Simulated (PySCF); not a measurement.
CH4AlCl, SMILES [CH3][AlH][Cl].

The structure is a stationary point at PBE0-D3(BJ)/def2-TZVP.

Calculation: PySCF with PBE0-D3(BJ)/def2-TZVP.

Frequencies are harmonic and unscaled.

| mode | ν (cm⁻¹) | IR (km/mol) | moving atoms (share of kinetic energy) |
|---|---|---|---|
| 1 | 26 | 0.0 | H 94 % |
| 2 | 166 | 6.3 | C 28 %, Al 26 %, H 24 %, Cl 22 % |
| 3 | 386 | 55.6 | H 88 %, Al 11 % |
| 4 | 494 | 52.4 | Cl 44 %, Al 39 %, C 10 % |
| 5 | 596 | 38.1 | H 88 %, C 8 % |
| 6 | 669 | 57.2 | C 39 %, Al 36 %, H 24 % |
| 7 | 673 | 88.2 | H 75 %, C 16 %, Al 9 % |
| 8 | 755 | 225.2 | H 72 %, C 15 %, Al 13 % |
| 9 | 1221 | 22.7 | H 80 %, C 20 % |
| 10 | 1438 | 1.7 | H 96 % |
| 11 | 1439 | 2.7 | H 95 % |
| 12 | 1953 | 180.1 | H 96 % |
| 13 | 3041 | 1.5 | H 97 % |
| 14 | 3117 | 3.7 | H 91 %, C 9 % |
| 15 | 3136 | 6.7 | H 91 %, C 9 % |
